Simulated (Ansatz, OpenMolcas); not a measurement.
**How methods differ on AlCl2F (SMILES [F][Al]([Cl])[Cl])**

The species is AlCl2F (4 atoms), meant as a singlet with charge 0. As SMILES, `[F][Al]([Cl])[Cl]`. Geometry: relaxed at PBE0-D4/def2-TZVP.

Each level gives the vertical energy of the triplet above the singlet (eV). The values are calculated.

| level | kind | program | value (eV) |
| --- | --- | --- | --- |
| HF/def2-SVPD | Hartree–Fock | Ansatz | 7.21 |
| BLYP/def2-SVPD | GGA | OpenMolcas | 5.97 |
| TPSS/def2-SVPD | meta-GGA | OpenMolcas | 6.22 |
| BHLYP/def2-SVPD | global hybrid | Ansatz | 7.10 |
| M06-2X/def2-SVPD | hybrid meta-GGA | OpenMolcas | 7.04 |
| wB97M-V/def2-SVPD | range-separated hybrid | Ansatz | 7.17 |
| B2PLYP/def2-SVPD | double hybrid | Ansatz | 6.90 |
| MP2/def2-SVPD | perturbation theory | Ansatz | 7.68 |
| CCSD(T)/def2-SVPD | coupled cluster or CI | Ansatz | 7.28 |

The values span 5.97 to 7.68 eV. The coupled-cluster rows rest on a doubtful reference here (large T1 or Brueckner and Hartree–Fock orbitals at odds), and rows may lie in different states.
